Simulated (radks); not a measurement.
Effect of the nuclear size on the gold ion Au64+, [Ne] 3s2 3p3. Method: Dirac Kohn-Sham, exchange-only LDA, spin-unpolarised, spherical densities, finite nucleus; open shells fill j = l - 1/2 first; Fermi nuclear charge, rms radius 5.4371 fm; computed with a radial shooting solver on a logarithmic mesh with Libxc functionals. The rms radius is varied about that value; shifts are against it.

rms radius (fm)  total energy shift (eV)  density at nucleus (e/bohr^3)  1s1/2 shift (meV)  2s1/2 shift (meV)  2p1/2 shift (meV)  3s1/2 shift (meV)  3p1/2 shift (meV)  3p3/2 shift (meV)  4s1/2 (empty) shift (meV)
4.665                              -25.6                      2.269e+06             -10300              -1550              -41.4               -417              -15.0               17.2                       -164
5.0728                             -12.4                      2.194e+06              -4980               -751              -20.0               -201              -7.28               8.30                      -79.1
5.4371                                 0                      2.134e+06              0.000              0.000              0.000              0.000              0.000              0.000                      0.000
5.8612                              15.1                      2.071e+06               6050                913               24.5                245               8.89              -10.1                       96.2
6.6441                              44.7                       1.97e+06              17900               2700               72.8                725               26.4              -29.9                        285

Slopes of the eigenvalues against <r^2> in GHz/fm^2, as finite differences over the two radii next to the reference (eigenvalue slopes, not the field-shift constants of lines): 1s1/2 309000, 2s1/2 46700, 2p1/2 1250, 3s1/2 12500, 3p1/2 454, 3p3/2 -516, 4s1/2 (empty) 4920.
